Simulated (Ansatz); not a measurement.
Coupled-cluster run, BrHMgO, SMILES `[OH][Mg][Br]`.

```yaml
crystal:
  periodic: [false, false, false]
  atoms:
    - {symbol: O, position_ang: [-0.867910, 0.594959, -0.599212]}
    - {symbol: Mg, position_ang: [0.425543, -0.245810, 0.226843]}
    - {symbol: Br, position_ang: [2.186156, -1.326113, 1.297407]}
    - {symbol: H, position_ang: [-1.688188, 0.916564, -0.945438]}
basis:
  gaussian: {orbitals: def2-SVP}
correlation: {method: ccsd_t}
```

```sh
$ ansatz run in.yaml --threads 2 --pin off --events-out ev --progress --plain --max-ram 32768MiB --backend cpu
```

Log, shortened:

```
Functional definition: HF
636 factors; integrals over basis functions are off by at most 5.2e-4 eV
mean field evaluation 1: about -77471.7120 eV, gradient 4.0e1 eV
mean field evaluation 2: about -77471.7540 eV, gradient 4.0e1 eV
mean field evaluation 4: about -77474.9526 eV, gradient 1.7e0 eV
mean field evaluation 8: about -77474.9862 eV, gradient 2.1e-1 eV
mean field -77474.98653379 eV, -2847.1532406846 hartree, gradient 1.4e-6 eV, S^2 0.000000; 0 other end points of the search recorded, 0 dependent functions left out
11 core orbitals not correlated: weight in the atoms' cores, before any rotation towards them, 1.000 or more for the frozen orbitals, at most 0.000 for the correlated occupied ones
reference -77474.98653379 eV, -2847.1532406846 hartree; 17, 17 occupied and 41, 41 virtual orbitals, 636 factors
second order -12.36827865 eV of doubles, -0.00000000 eV of singles
cycle   1  -12.26604438 eV  change    1.0e-1 eV  update   7.2e-2
cycle   2  -12.48980779 eV  change   -2.2e-1 eV  update   2.1e-2
cycle   3  -12.55177825 eV  change   -6.2e-2 eV  update   1.3e-2
cycle   4  -12.54407843 eV  change    7.7e-3 eV  update   3.2e-3
cycle   5  -12.54248906 eV  change    1.6e-3 eV  update   1.3e-3
cycle   6  -12.54286328 eV  change   -3.7e-4 eV  update   3.9e-4
cycle   7  -12.54266765 eV  change    2.0e-4 eV  update   1.3e-4
cycle   8  -12.54262419 eV  change    4.3e-5 eV  update   4.4e-5
cycle   9  -12.54264280 eV  change   -1.9e-5 eV  update   1.6e-5
perturbative correction -0.23571292 eV, -0.0086622900 hartree
Total energy: -77487.76488951 eV, -2847.6228365959 hartree
```

Run time 2.5 s (2 threads of a server CPU on a shared host); peak host memory 0.38 GiB.

Correlation energy per correlated electron: -0.376 eV. T1 diagnostic: 0.0091.
